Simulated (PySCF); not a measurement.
B(Me)(OMe)(NH2) (C2H8BNO), SMILES B(OC)(C)N. Atoms are numbered in the order given.

```xyz
13

B      0.0472     0.4799     0.0000
C     -0.6853     1.8814     0.0000
H     -1.3418     1.9677    -0.8826
H     -1.3418     1.9677     0.8826
H      0.0004     2.7436     0.0000
O     -0.7545    -0.6393     0.0000
C     -0.2261    -1.9392     0.0000
H      0.3943    -2.1359    -0.8955
H     -1.0583    -2.6598     0.0000
H      0.3943    -2.1359     0.8955
N      1.4569     0.3744     0.0000
H      1.9698    -0.4979     0.0000
H      2.0532     1.1911     0.0000
```
Charge 0, spin multiplicity 1.

The structure is a stationary point at B3LYP-D3(BJ)/def2-SVP. The structure was generated by enumeration, and PubChem lists no compound with its InChIKey, so it may never have been made. Other conformers were not sampled.

Level of theory: PBE/def2-TZVP in PySCF.

Symmetry labels are those of the subgroup Cs that the program uses (full group Cs).

Computed valence orbital energies around the gap with their symmetry:
```json
[
 {"orbital": "HOMO−7", "symmetry": "A\"", "energy (eV)": "-10.89"},
 {"orbital": "HOMO−6", "symmetry": "A'", "energy (eV)": "-10.41"},
 {"orbital": "HOMO−5", "symmetry": "A\"", "energy (eV)": "-9.25"},
 {"orbital": "HOMO−4", "symmetry": "A'", "energy (eV)": "-8.93"},
 {"orbital": "HOMO−3", "symmetry": "A'", "energy (eV)": "-7.91"},
 {"orbital": "HOMO−2", "symmetry": "A\"", "energy (eV)": "-7.25"},
 {"orbital": "HOMO−1", "symmetry": "A'", "energy (eV)": "-7.06"},
 {"orbital": "HOMO", "symmetry": "A\"", "energy (eV)": "-6.16"},
 {"orbital": "LUMO", "symmetry": "A'", "energy (eV)": "0.02"},
 {"orbital": "LUMO+1", "symmetry": "A\"", "energy (eV)": "0.81"},
 {"orbital": "LUMO+2", "symmetry": "A'", "energy (eV)": "0.90"},
 {"orbital": "LUMO+3", "symmetry": "A'", "energy (eV)": "1.39"}
]
```
